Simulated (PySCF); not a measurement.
diphosphane (H4P2), SMILES PP.

Geometry: B3LYP-D3(BJ)/def2-TZVP.

Two levels are set side by side: PBE/def2-TZVPD (PySCF) and ωB97X/def2-TZVPD (PySCF). Same geometry, gas phase. Differences are taken from unrounded values.

```json
[
 {"quantity": "orbital gap (eV)", "ωB97X": "10.61"},
 {"quantity": "highest occupied level (eV)", "ωB97X": "-9.14"},
 {"quantity": "lowest empty level (eV)", "ωB97X": "1.48"},
 {"quantity": "mean polarisability (bohr³)", "ωB97X": "58.5"}
]
```

Problem. What does PBE give, and how far is it from ωB97X? (An estimate is asked for; the answer gives what the named calculation found.)

Solution. 
```tsv
quantity	PBE	PBE minus ωB97X
orbital gap (eV)	4.60	-6.01
highest occupied level (eV)	-5.87	3.27
lowest empty level (eV)	-1.27	-2.74
mean polarisability (bohr³)	60.1	1.6
```

PBE's occupied levels lie high since its potential decays too fast outside the molecule; exact exchange lowers them and widens the gap. Differences between two approximate levels are no errors against the true value.

Rough cost on one machine, each run with all the roots and properties that it gave: ωB97X against PBE within a factor of 2.
